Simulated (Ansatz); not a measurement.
**Question.** Name a neutral molecule of Cu, F, O, P and H with HOMO energy (PBE/def2-TZVPP) between -5.75 and -5.45 eV and LUMO energy (B3LYP/def2-TZVPP) between -2.00 and -1.70 eV (Ansatz, PBE0-D4/def2-TZVP geometry).

**Answer.** `[OH][Cu-][P+](F)(F)F` (-5.71 eV, -1.77 eV). Other molecules can fit too; these were computed, each in one conformer that needn't be the lowest.

B3LYP here is the variant with VWN-RPA as its local correlation; programs differ in this.
